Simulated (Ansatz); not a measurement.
Job for Ansatz (a quantum-chemistry and plane-wave program): R-B3LYP-D3(BJ)/def2-TZVP on CHBr (SMILES [CH]Br), 2S+1 = 1, a spin state set in the input, which need not be the lowest.

Ansatz 0.2 input:
```yaml
crystal:
  periodic: [false, false, false]
  atoms:
    - {symbol: C, position_ang: [-0.33703286, 0.49927270, 0.00000000]}
    - {symbol: Br, position_ang: [1.35847055, -0.13053426, 0.00000000]}
    - {symbol: H, position_ang: [-1.02143769, -0.36873844, 0.00000000]}
basis:
  gaussian:
    orbitals: def2-TZVP
hamiltonian:
  xc: b3lyp
  dispersion: d3bj
relax: {f_tol: 0.003, max_steps: 120}
```

Task: Give the final energy of this run.

Result: -2612.7699 hartree.

Task: How many basis functions does it have, and what does it roughly cost on one machine?

Result: 85 functions; very roughly 9 core-seconds.
